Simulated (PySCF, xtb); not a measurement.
C3H9S, SMILES C[S+](C)C, charge +1.

GFN2-xTB (xtb) at its own geometry gives an orbital gap of 6.32 eV.

Coordinates come from a B3LYP-D3(BJ)/def2-SVP optimisation.

What does B3LYP/def2-TZVP (PySCF) give? (The exact figures need the calculation; the answer reports its results.)

gap 9.02 eV (levels -14.02 and -5.00 eV).
